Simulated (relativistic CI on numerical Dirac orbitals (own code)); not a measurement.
**Ni3+: L2,3 absorption edge**

Computed with this model: Dirac-Coulomb-Breit CI, separate exchange-only KLI orbitals for each configuration, model QED, valence Slater integrals scaled by 0.8, multiplet model of core-to-valence dipole absorption; configurations [Ar] 3d7 → [He] 2s2 2p5 3s2 3p6 3d8; 10 K; Lorentzian 0.4 eV and Gaussian 0.3 eV FWHM. Energies are those of the free ion, without screening or charge transfer. The branching ratio is the share of the lower-energy edge in the whole absorption, uncertain by about 0.02 where the edges overlap. S is read from ⟨S²⟩ = S(S + 1).

Field parameters in Wybourne normalisation: D4h B²₀ = −7Ds, B⁴₀ = 21(Dq − Dt), B⁴₄ = 21√(5/14) Dq. The field is a parameter set, without covalency.

Computed curve for free ion, scaled to 100 at the maximum (points under 2 are left out and the grid is thinned):

(Energy (eV), Intensity): (853.6, 2.1), (853.8, 2.5), (853.9, 2.8), (854.1, 3.6), (854.3, 5.0), (854.5, 7.7), (854.6, 10.2), (854.8, 20.0), (855.0, 31.8), (855.2, 30.1), (855.3, 27.4), (855.5, 33.0), (855.7, 60.2), (855.8, 75.3), (856.0, 72.3), (856.2, 42.2), (856.4, 28.9), (856.5, 29.5), (856.7, 44.8), (856.9, 73.0), (857.1, 86.4), (857.2, 89.6), (857.4, 86.4), (857.6, 61.4), (857.7, 54.4), (857.9, 69.2), (858.1, 100.0), (858.3, 80.4), (858.4, 57.9), (858.6, 27.1), (858.8, 15.0), (859.0, 10.3), (859.1, 9.1), (859.3, 8.4), (859.5, 10.6), (859.7, 17.3), (859.8, 21.4), (860.0, 23.0), (860.2, 14.5), (860.3, 10.2), (860.5, 5.4), (860.7, 3.5), (860.9, 2.6), (861.0, 2.3), (873.8, 2.2), (874.0, 3.3), (874.2, 5.4), (874.3, 7.4), (874.5, 16.0), (874.7, 34.6), (874.8, 43.5), (875.0, 40.0), (875.2, 20.2), (875.4, 9.0), (875.5, 6.4), (875.7, 3.7), (875.9, 2.4), (876.9, 2.1), (877.0, 2.4), (877.2, 2.0)

The ground state has S = 1.50, and the centroid lies at 859.48 eV.
